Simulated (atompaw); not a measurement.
**Before and after: PAW (atompaw) potential for Mn (Z = 25)**

atompaw 4.2.0.5 input, output lines left out:

```
Mn 25
GGA-PBE scalarrelativistic loggrid 1500 logderivrange -2 5 176
4 4 3 0 0 0
4 1 0
3 2 5
0 0 0
c
c
c
v
c
c
v
v
2
3.00 2.60 2.80 1.75
y
2.7
n
y
2.1
n
y
4.55
n
custom rrkj gramschmidtortho sinc
3 0 ultrasoft
3.00
3.00
3.00
3.00
1.85
1.85
```

Change: local potential ultrasoft scheme with l = 3 at 0 Ry, radius 2.22 bohr.

Cutoffs: the cutoffs (Ry, on a coarse ladder) from which the occupation-weighted sum of valence levels, in a spherical-Bessel basis at the reference potential, stays within 10 and 1 mRy of its value at 400 Ry; they do not see the model core or the augmentation charge, which bear on the density cutoff.

Question: What does the change do?

Answer: The potential gets neither clearly harder nor softer (30 Ry and 50 Ry → 30 Ry and 50 Ry); the range in which the s phases agree narrows (upper end 4.9 → 3.2); neither file shows a bound ghost.

| quantity | base | changed |
| --- | --- | --- |
| cutoff, loose | 30 Ry | 30 Ry |
| cutoff, tight | 50 Ry | 50 Ry |
| bound ghosts | none | none |
| s: phases at 3.00 bohr within 0.05 rad from the reference energy up to (Ry; the scan ends near 5) | 4.9 | 3.2 |
| p: phases at 3.00 bohr within 0.05 rad from the reference energy up to (Ry; the scan ends near 5) | 3.6 | 3.6 |
| d: phases at 3.00 bohr within 0.05 rad from the reference energy up to (Ry; the scan ends near 5) | 0.4 | 0.6 |
| lowest overlap eigenvalue by channel | s 0.66, p 0.67, d 0.90 | s 0.67, p 0.63, d 0.90 |

 The cutoffs see the waves, projectors and local potential, not the compensation charge or the core.
